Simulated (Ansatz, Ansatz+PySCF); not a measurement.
| atom | x (Å) | y (Å) | z (Å) |
| --- | --- | --- | --- |
| C | 0.0000 | -0.4541 | -0.1192 |
| C | 0.0000 | -0.4673 | 1.2146 |
| C | 0.0000 | 0.7691 | -0.9750 |
| H | 0.0000 | -1.4146 | -0.6513 |
| H | 0.0000 | -1.4047 | 1.7771 |
| H | 0.0000 | 0.4612 | 1.7958 |
| H | 0.0000 | 1.6890 | -0.3718 |
| H | 0.8829 | 0.7916 | -1.6359 |
| H | -0.8829 | 0.7916 | -1.6359 |

Basis set: def2-SVP (spherical functions). Frozen core: 3 orbitals. Charge 0, multiplicity 1.

Computed with Ansatz (development build ahead of 0.2.0); each method stands on the lowest determinant of its kind that the runs found. Restricted open shells among the atoms or ions are ROHF, correlated in semicanonical orbitals with singles. Restricted functionals stand beside restricted open-shell atoms, which can lie above the unrestricted atoms usual in DFT and then raise those values.

Q: Give the atomization energy at this shape (free ground-state atoms in the same class of orbitals less the molecule, no zero-point energy) of singlet C₃H₆ by ωB97X (restricted), ωB97X (unrestricted), r²SCAN (restricted), r²SCAN (unrestricted), PBE0 (restricted), PBE0 (unrestricted), PBE (unrestricted), PBE (restricted), RHF-CCSD(T), RHF-MP2, UHF-MP2, RHF, UHF.

A:

| method | atomization energy |
| --- | --- |
| ωB97X (restricted) | 37.64 eV |
| ωB97X (unrestricted) | 37.42 eV |
| r²SCAN (restricted) | 37.76 eV |
| r²SCAN (unrestricted) | 37.53 eV |
| PBE0 (restricted) | 37.83 eV |
| PBE0 (unrestricted) | 37.70 eV |
| PBE (unrestricted) | 38.12 eV |
| PBE (restricted) | 38.22 eV |
| RHF-CCSD(T) | 35.97 eV |
| RHF-MP2 | 36.09 eV |
| UHF-MP2 | 36.07 eV |
| RHF | 29.12 eV |
| UHF | 28.79 eV |
